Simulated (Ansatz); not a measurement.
System: dihydroxy(dimethoxy)silane, C₂H₈O₄Si (charge 0, singlet). 
Coordinates optimised at B3LYP-D3(BJ)/def2-TZVP (Ansatz, a quantum-chemistry and plane-wave program):
```
Si
O 1 1.6292
C 2 1.4220 1 124.32
H 3 1.0896 2 107.92 1 -176.37
H 3 1.0921 4 109.20 2 -120.75
H 3 1.0934 4 108.84 5 -118.75
O 1 1.6292 2 114.78 3 -69.01
C 7 1.4220 1 124.32 2 -69.01
H 8 1.0896 7 107.92 1 -176.37
H 8 1.0921 9 109.20 7 -120.75
H 8 1.0934 9 108.84 10 -118.75
O 1 1.6353 2 107.06 3 49.17
H 12 0.9601 1 117.40 2 -160.94
O 1 1.6353 2 106.67 3 172.60
H 14 0.9601 1 117.40 2 -37.61
```
Charge 0, spin multiplicity 1.

Dipole moments at this geometry, in debye (magnitudes).

```json
[
 {"level": "PBE/def2-TZVPD", "program": "Ansatz", "dipole (D)": "0.52"},
 {"level": "BLYP/def2-TZVPD", "program": "Ansatz", "dipole (D)": "0.55"},
 {"level": "r2SCAN/def2-TZVPD", "program": "Ansatz", "dipole (D)": "0.53"},
 {"level": "B97M-V/def2-TZVPD", "program": "Ansatz", "dipole (D)": "0.50"},
 {"level": "B3LYP/def2-TZVPD", "program": "Ansatz", "dipole (D)": "0.60"},
 {"level": "PBE0/def2-TZVPD", "program": "Ansatz", "dipole (D)": "0.57"},
 {"level": "r2SCANh/def2-TZVPD", "program": "Ansatz", "dipole (D)": "0.55"},
 {"level": "r2SCAN0/def2-TZVPD", "program": "Ansatz", "dipole (D)": "0.58"},
 {"level": "HSE06/def2-TZVPD", "program": "Ansatz", "dipole (D)": "0.57"},
 {"level": "CAM-B3LYP/def2-TZVPD", "program": "Ansatz", "dipole (D)": "0.64"},
 {"level": "LC-wPBE/def2-TZVPD", "program": "Ansatz", "dipole (D)": "0.64"},
 {"level": "wB97X-V/def2-TZVPD", "program": "Ansatz", "dipole (D)": "0.62"},
 {"level": "CCSD(T)/aug-cc-pV(D+d)Z", "program": "Ansatz", "dipole (D)": "0.62"}
]
```
